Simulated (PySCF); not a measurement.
Planning a shielding job on `CC#CPPC(F)=C(F)F`.

Method: GIAO PBE0/pcSseg-1 NMR shielding, non-relativistic, gas phase (PySCF 2.14.0, density-fitted response routines). Geometry: GFN2-xTB. Work: shieldings, charges and field gradients, density fitting. The input is one job of a driver script: a line of settings, then coordinates in Å.

Input:
```
{"job": {"kind": "nmr", "xc": "PBE0", "basis": "pcSseg-1"}, "charge": 0, "multiplicity": 1}
C      3.923593     0.052400     0.165252
C      2.563709    -0.104096    -0.291388
C      1.415175    -0.268016    -0.619044
P     -0.206275    -0.413031    -1.288458
P     -1.181360     0.542669     0.411844
C     -2.875860     0.613043    -0.276648
F     -3.360152     1.817554    -0.622220
C     -3.661681    -0.456844    -0.327960
F     -3.197625    -1.655471     0.024108
F     -4.915673    -0.532803    -0.740000
H      4.137489     1.107609     0.332926
H      4.070580    -0.492172     1.097607
H      4.612802    -0.334417    -0.584983
H     -0.438974    -1.708593    -0.788310
H     -0.890163     1.840158    -0.020291
```

Hardware: Arm Neoverse V1, one thread, on a shared host.

Task: How large is the basis?

Result: 209 functions for 92 electrons, with 1130 fitting functions; the fitted three-index integrals, 1130 × 209 × 210/2 numbers of 8 bytes, come to 190 MiB.

Task: Which is nearest to the wall time?
A. 4.7 min
B. 36 min
C. 4.5 s
D. 36 s

Result: D. The run took 36 s. The SCF took 15 cycles.

Task: At this speed, how long would 5000 such jobs take on 8 cores, one job a core?

Result: 5000/8 gives 625 rounds of 36 s, about 6.2 h of wall time and 50 core-hours, if the jobs don't slow each other.

The SCF part of the output:
```
coarse grid: 15040 points
cycle   1  E = -1174.6181356753  dE =  1.563e+00  |g| = 7.850e-01  |ddm| = 4.189e+00
cycle   2  E = -1174.4837110649  dE =  1.344e-01  |g| = 1.187e+00  |ddm| = 1.878e+00
cycle   3  E = -1174.7310296210  dE = -2.473e-01  |g| = 1.022e-01  |ddm| = 1.251e+00
cycle   4  E = -1174.7326019860  dE = -1.572e-03  |g| = 4.942e-02  |ddm| = 1.560e-01
cycle   5  E = -1174.7330483813  dE = -4.464e-04  |g| = 1.684e-02  |ddm| = 6.366e-02
cycle   6  E = -1174.7330956467  dE = -4.727e-05  |g| = 7.933e-03  |ddm| = 2.027e-02
cycle   7  E = -1174.7331100819  dE = -1.444e-05  |g| = 2.082e-03  |ddm| = 8.216e-03
cycle   8  E = -1174.7331110192  dE = -9.372e-07  |g| = 4.600e-04  |ddm| = 2.249e-03
final grid: 141568 points
cycle   9  E = -1174.8123333381  dE = -4.145e-05  |g| = 7.753e-03  |ddm| = 4.075e-02
cycle  10  E = -1174.8123224835  dE =  1.085e-05  |g| = 1.085e-02  |ddm| = 1.765e-02
cycle  11  E = -1174.8123463183  dE = -2.383e-05  |g| = 1.961e-03  |ddm| = 1.023e-02
cycle  12  E = -1174.8123471627  dE = -8.444e-07  |g| = 5.235e-04  |ddm| = 2.026e-03
cycle  13  E = -1174.8123472198  dE = -5.710e-08  |g| = 1.985e-04  |ddm| = 5.222e-04
cycle  14  E = -1174.8123472277  dE = -7.853e-09  |g| = 3.573e-05  |ddm| = 2.101e-04
cycle  15  E = -1174.8123472280  dE = -3.247e-10  |g| = 1.300e-05  |ddm| = 8.412e-05
converged SCF energy = -1174.8123472280
```

On the final grid dE counts from the start density on that grid.

Other jobs ran on the host; a repeat could differ by tens of per cent or more.
